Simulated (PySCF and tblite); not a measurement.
2 diastereomers of C5H4N2, numbered alike:

```csv
isomer,SMILES,descriptors (one enantiomer)
A,[N:1]#[C:2][C@@H:3]1[CH2:4][C@@H:5]1[C:6]#[N:7],"3R, 5S"
B,[N:1]#[C:2][C@H:3]1[CH2:4][C@@H:5]1[C:6]#[N:7],"3S, 5S"
```

Protocol: conformer search, at most 6 conformers an isomer, GFN2-xTB geometries, energies PBE0/def2-TZVP (D3(BJ) added where defined), GIAO shieldings PBE0/pcSseg-1, weights at 298.15 K with GFN2-xTB thermal terms. Programs: PySCF with density fitting and tblite.

Problem. What shifts does each isomer give (ppm; of two unlike H on one atom, a is the less shielded)?

Solution. 
A: ¹H (against TMS): 1.62 (H3/H5, 2H), 1.36 (H4a, 1H), 1.32 (H4b, 1H). ¹³C (against TMS): 121.8 (C2/C6), 18.2 (C4), 6.9 (C3/C5). ¹⁵N (against NH3): 304.9 (N1/N7).

B: ¹H (against TMS): 1.67 (H3/H5, 2H), 1.42 (H4, 2H). ¹³C (against TMS): 123.5 (C2/C6), 18.8 (C4), 7.5 (C3/C5). ¹⁵N (against NH3): 299.1 (N1/N7).

Unscaled ¹⁵N shifts at such levels can be off by tens of ppm; differences between conformers or isomers are more reliable. Shifts are unscaled: against experiment ¹³C can be off by 15 ppm or more and ¹H by 0.8 ppm.


¹⁵N shifts are against a computed isolated NH3 molecule, about 20 ppm from the liquid.